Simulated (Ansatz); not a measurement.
Reaction (hydrogenolysis of the Sn–Se bond): `[Cl][SnH]([Cl])[SeH]` + H₂ → `[Cl][SnH2][Cl]` + H₂Se

Calculated with Ansatz (gas phase, PBE0-D4/def2-TZVP geometries, no zero-point term in ΔE). CBS: MP2 limit from def2 TZ/QZ plus the TZ coupled-cluster correction, frozen cores. This one scheme is used for every species. Functionals use def2-TZVPP. Elements past krypton have def2 core potentials. For Se, Sn outer-core shells are correlated without core-valence functions, which leaves a few kJ/mol of doubt a bond. Scalar relativity is left out up to krypton. Each species was taken in one conformer, which may not be the lowest.

```
             level  ΔE (kcal/mol)
           PBE0-D4           14.3
CCSD(T)/def2-TZVPP           12.7
```

(1) What does CCSD(T)/CBS give? (Best estimate.)

Largest T1 diagnostic among the species: 0.011.

Answers

(1) Computed: +15.7 kcal/mol. The listed levels differ from it by -1.4, -3.0 kcal/mol.

From BLYP to BHLYP (50 % exact exchange), in def2-TZVPP and without D4, ΔE moves by −1.5 kcal/mol. The D4 term adds +2.8 kcal/mol with B3LYP and +1.5 kcal/mol with PBE0; it sums over pairs of atoms, weighted by their polarisabilities, and B3LYP, whose exchange is more repulsive, gets the larger term.

B3LYP here is the variant with VWN-RPA as its local correlation; programs differ in this.
